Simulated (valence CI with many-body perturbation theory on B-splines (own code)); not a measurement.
**Questions on Ru XXX**

Computed by configuration interaction combined with many-body perturbation theory (CI+MBPT): five valence electrons over a frozen Dirac-Fock core [Ne], radial functions for each j: 11 s, 11 p, 10 d, 8 f, 5 g, 2 h, with the one-electron correlation potential Σ1 (screened to all orders), the two-electron term Σ2, the three-electron term Σ3, Breit, model QED; selected single and double excitations, second order for the rest, scaled by the run's own slope (own B-spline code, finite nucleus).

No measured spectrum was set against this ion. As an estimate, large intervals hold to a few tenths of a per cent, small ones and those within an open d or f shell to about a per cent. Among the levels kept, up to 3600 cm⁻¹ of a level comes from second order outside the variational space, and about a tenth of that is noise between levels of different J, which matters for small intervals.

Levels are named by their leading jj configuration (3d3/2^4 stands for four electrons in 3d with j = 3/2), which in mixed levels can hold well under half, so a name can repeat and another be missing.

Rates and lifetimes use the calculated energies. Strong lines usually hold to 10 to 20 %, long lifetimes can be off by a factor of two.

What is the ground level?

(3s^2 3p1/2^2 3p3/2) J=3/2, composition 42 % 3s2 3p3 4S° + 36 % 3s2 3p3 2P° + 20 % 3s2 3p3 2D°, g = 1.507.

Where does the other parity begin?

At (3s 3p1/2^2 3p3/2^2) J=5/2, 806620 cm⁻¹.

Name the longest-lived excited levels whose lifetime is computed, and their main decay.

(3s^2 3p1/2 3p3/2^2) J=5/2 at 247240 cm⁻¹ lives 29.6 μs, mostly by M1 to (3s^2 3p1/2^2 3p3/2) J=3/2; (3s^2 3p1/2 3p3/2^2) J=3/2 at 199130 cm⁻¹ lives 5.83 μs, mostly by M1 to (3s^2 3p1/2^2 3p3/2) J=3/2; (3s^2 3p1/2 3p3/2^2) J=1/2 at 308490 cm⁻¹ lives 5.05 μs, mostly by M1 to (3s^2 3p1/2^2 3p3/2) J=3/2. The lifetime of (3s^2 3p1/2 3p3/2 3d5/2) J=9/2 is too uncertain to give, and may be longer.

Among levels below 2788000 cm⁻¹, which E1 lines absorb most strongly from the ground level?

to (3s^2 3p1/2 3p3/2 3d3/2) J=3/2 at 7.663 nm, f = 0.248; to (3s^2 3p1/2 3p3/2 3d3/2) J=5/2 at 7.619 nm, f = 0.231; to (3s^2 3p1/2 3p3/2 3d3/2) J=1/2 at 7.526 nm, f = 0.101.

What is the ionisation energy?

1646 eV; NIST lists 1659 ± 6 eV (semi-empirical).

How well does LS coupling describe the low levels?

Among the lowest 20 levels the leading LS term, summed over configurations, holds 57 % on average. For single configurations the figures are 52 % in LS and 72 % in jj coupling. Terms mix most in the J = 3/2 level at 886780 cm⁻¹, where the leading one holds 33 %.
